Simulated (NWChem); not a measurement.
## Atomisation of C$_{3}$H$_{3}$Cl$_{2}$F

```
C
C 1 1.5027
F 2 1.3531 1 118.72
H 2 1.0955 3 112.66 1 -143.31
C 2 1.5056 4 119.97 3 146.50
H 5 1.0932 2 119.04 4 -1.03
H 5 1.0936 6 115.99 1 -144.17
Cl 1 1.7644 2 118.13 4 140.90
Cl 1 1.7740 2 117.50 4 -2.20
```
Charge 0, spin multiplicity 1.

Everything below was run with NWChem. The geometry was optimised at B3LYP/def2-SVP, a minimum by its harmonic frequencies.

Basis set: def2-SVP. The atomisation energy is electronic alone: no zero-point, thermal, spin-orbit or counterpoise terms. No value is extrapolated to the basis-set limit. Free atoms are single determinants with multiplicities F 2, C 3, Cl 2, H 2.

B3LYP has NWChem's definition, with VWN1-RPA local correlation. The structure started from a generated list of species. The stability of the SCF solutions was not checked. Open-shell Hartree-Fock references start from PBE0 orbitals.

Q: One of these methods gave an atomisation energy of 571.7 kcal/mol. Which?
A. HF
B. BLYP
C. PBE0
D. B3LYP

A: A, HF. The others give 807.2 (B3LYP), 808.9 (BLYP), 830.9 (PBE0).
